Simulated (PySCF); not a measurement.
# How methods differ on the excitation energy of Si

Si [Ne] 3s2 3p2 (3P) → Si [Ne] 3s1 3p3 (5S), as a difference of total energies. All numbers are calculated (PySCF 2.14, no relativity, point nucleus, in dyall-acv3z (19s12p6d4f, 113 functions)). Correlated levels: valence: [Ne] frozen; virtual orbitals above 40 to 60 times the deepest correlated orbital energy dropped. The calculations carry no spin-orbit coupling.

```csv
method,excitation energy (eV)
UHF,2.604
MP2 (valence),3.584
SCS-MP2 (valence),4.061
CCSD (valence),3.835
CCSD(T) (valence),3.892
```

Q: How much does correlation contribute at CCSD(T) (valence)?

A: 3.892 − (2.604) = 1.288 eV, measured against UHF.

A first-order spin-orbit estimate (lowest level to lowest level, LS coupling) adds 0.016 eV.
